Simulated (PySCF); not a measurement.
C₃H₃N₂, SMILES C1=N[N]C=C1, multiplicity 2. Geometry: ωB97X-D3(BJ)/def2-SVP. The isomer is the one that the SMILES or the coordinates give; other isomers of the formula were not compared.

Calculation: ωB97X-D3(BJ)/def2-SVP in PySCF.

Harmonic wavenumbers (cm⁻¹): 373, 532, 632, 790, 832, 910, 928, 1037, 1083, 1196, 1263, 1332, 1455, 1472, 1717, 3277, 3307, 3313. Rotational constants (GHz): 10.23, 10.03, 5.065; symmetry number 2.

Work out the zero-point energy and the ideal-gas rigid-rotor harmonic-oscillator thermochemistry at 298.15 K and 1 atm.

ZPE = ½ Σ hcν = ½ × 25448 cm⁻¹ = 36.38 kcal/mol. H − E(el) = 39.41 kcal/mol. Entropy in cal/(mol K): translation 38.53, rotation 22.56, vibration 2.98, spin 1.38, total 65.45. G − E(el) = 19.89 kcal/mol. Cp = 15.18 cal/(mol K).
